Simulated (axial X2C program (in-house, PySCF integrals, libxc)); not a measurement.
Results of a calculation; reference values are marked as such.
**ReBr⁺: input and output of an open-shell CI run**

Program: an in-house all-electron X2C program for linear molecules (integrals from PySCF).

Input and command:
```json
{"zs": [75, 35], "q": 1, "bas": ["dyall-v3z", "dyall-v3z"], "r0": 2.45, "metal": 0, "shells": [[2, [0, 1, 2], 5], [0, [0], 0], [1, [1], 0]], "fix": 0, "emax": 3.2, "nroots": 4}
```
```bash
python soci.py task.json out
```

Keys: zs atomic numbers; q charge; bas basis sets; r0 starting distance in Å; metal index of the metal atom; shells open shells as [l, |m| values, electrons]; fix electron count of the first shell held; emax energy window in eV; nroots roots for each Ω.

Output at R = 2.347 Å:

```
average of configuration d5 s0 p(π)0
basis functions 239  fitting functions 1377
iter      average energy  largest gradient
   1     -19290.295074274   2.33e+01
   2     -19290.914864741   8.47e-01
   3     -19290.921364771   1.24e-01
   4     -19290.922029527   1.21e-01
   5     -19290.922397362   2.56e-02
   6     -19290.922421011   8.91e-03
   7     -19290.922428730   3.69e-03
   8     -19290.922429362   3.27e-04
   9     -19290.922429463   3.75e-04
  10     -19290.922429495   3.22e-05
  11     -19290.922429501   2.24e-05
  12     -19290.922429501   8.24e-06
converged
CI levels
2*Omega        energy/Eh    cm-1   g(par)  dipole/D  leading shell counts
    1    -19291.08736002        0   1.982   -1.831  {'5 0 0': 0.999}
    3    -19291.08703123       72   5.948   -1.846  {'5 0 0': 0.999}
    5    -19291.08660640      165   9.910   -1.874  {'5 0 0': 0.999}
    5    -19291.01369692    16167   6.526   -1.666  {'5 0 0': 0.999}
    1    -19291.01280991    16362   0.285   -1.781  {'5 0 0': 0.998}
    3    -19291.01126420    16701   2.616   -1.733  {'5 0 0': 0.998}
    7    -19291.00748478    17531   9.734   -1.708  {'5 0 0': 0.999}
    1    -19291.00664025    17716   1.419   -1.855  {'5 0 0': 0.999}
    3    -19291.00505634    18064   5.474   -1.886  {'5 0 0': 0.999}
    5    -19291.00452240    18181   7.342   -1.639  {'5 0 0': 0.999}
    3    -19291.00272735    18575   3.977   -1.731  {'5 0 0': 0.999}
    1    -19291.00227287    18674   3.339   -1.728  {'5 0 0': 0.999}
    7    -19290.99487306    20299   8.928   -1.688  {'5 0 0': 0.999}
    5    -19290.99386476    20520   5.775   -1.789  {'5 0 0': 0.999}
    9    -19290.99304010    20701  11.844   -1.636  {'5 0 0': 0.999}
    7    -19290.98754017    21908   9.024   -1.789  {'5 0 0': 0.999}
    9    -19290.98103308    23336   9.970   -1.854  {'5 0 0': 0.999}
    7    -19290.98056438    23439   6.242   -1.844  {'5 0 0': 0.999}
   11    -19290.98005217    23551  13.801   -1.899  {'5 0 0': 0.999}
```

Dipoles in the output refer to the first atom as origin, so for this ion they depend on that choice.

Dynamic correlation is missing, so gaps between terms are too wide and other configurations may lie lower; the lowest level listed is that of this model, not necessarily the ground state. For d shells the ligand-field splittings (σ, π, δ) and their order can be off by a thousand cm⁻¹ or more. At most 4 roots were kept for each Ω > 0 (twice that for Ω = 0) within 3.2 eV of the lowest, so higher up levels can be missing between those listed; levels with Ω > 0 are doubly degenerate and listed once, Ω = 0 levels singly. Some active spinors are only partly of the character that their shell is named for, so the shell names and counts are nominal. States that fill the shells left empty in the average are placed too high.
